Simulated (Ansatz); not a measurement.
Cartesian coordinates in Å:
```
O 1.8060 -1.5040 0.3939
Ga 0.9055 -0.1008 1.0005
S 1.4581 0.8584 2.8691
O -0.4711 0.5349 0.0693
Si -1.2303 0.1642 -1.3266
H 1.4690 -1.8408 -0.4402
H 0.4671 1.7583 2.7438
H -2.6549 -0.1659 -1.0622
H -0.5887 -1.0168 -1.9806
H -1.1606 1.3125 -2.2671
```

Total charge 0; spin multiplicity 1.

Task: List the PBE0/def2-TZVPP orbital energies in eV (Ansatz). (Best estimate.)

Result: Ansatz gave: Occupied: -10147.88, -2422.81, -1803.02, -1253.65, -1109.86, -1109.74, -1109.72, -522.73, -522.69, -218.15, -161.98, -161.91, -161.80, -152.10, -145.27, -105.11, -104.87, -104.83, -99.96, -99.92, -99.91, -27.84, -27.54, -24.22, -24.12, -24.10, -23.94, -23.67, -20.50, -15.36, -14.11, -12.66, -11.73, -11.17, -10.97, -10.03, -9.55, -9.48, -8.90, -8.81, -8.00. Lowest empty: -1.11, -0.27, 0.41, 0.73, 1.06, 1.68, 1.72, 2.20.
